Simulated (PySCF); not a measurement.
Be(Et) (C₂H₅Be), SMILES [Be+][CH2]C, charge +1.

Geometry optimised at B3LYP-D3(BJ)/def2-TZVP. The multiplicity is an assumed one; other spin states were not compared. The isomer is the one that the SMILES or the coordinates give; other isomers of the formula were not compared.

Two levels are set side by side: TDDFT-PBE/def2-SVPD (PySCF) and TDDFT-M06-2X/def2-SVPD (PySCF). Vertical, same geometry. The lowest singlet is HOMO→LUMO 97 % with PBE and HOMO→LUMO 100 % with the other functional; states are paired by order. Differences are taken from unrounded values.

```csv
quantity,TDDFT-M06-2X
lowest singlet excitation (eV),3.48
lowest triplet excitation (TDA) (eV),2.23
first bright state (f over 0.05) (eV),3.48
its oscillator strength,0.14
```

Problem. What does TDDFT-PBE give, and how far is it from TDDFT-M06-2X? (The exact figures need the calculation; the answer reports its results.)

Solution. 
```tsv
quantity	TDDFT-PBE	TDDFT-PBE minus TDDFT-M06-2X
lowest singlet excitation (eV)	2.77	-0.71
lowest triplet excitation (TDA) (eV)	1.56	-0.67
first bright state (f over 0.05) (eV)	2.77	-0.71
its oscillator strength	0.12	-0.03
```

A lower first singlet is the usual sign of a functional without exact exchange. Differences between two approximate levels are no errors against the true value.

Rough cost on one machine, each run with all the roots and properties that it gave: TDDFT-M06-2X against TDDFT-PBE about 10 times.
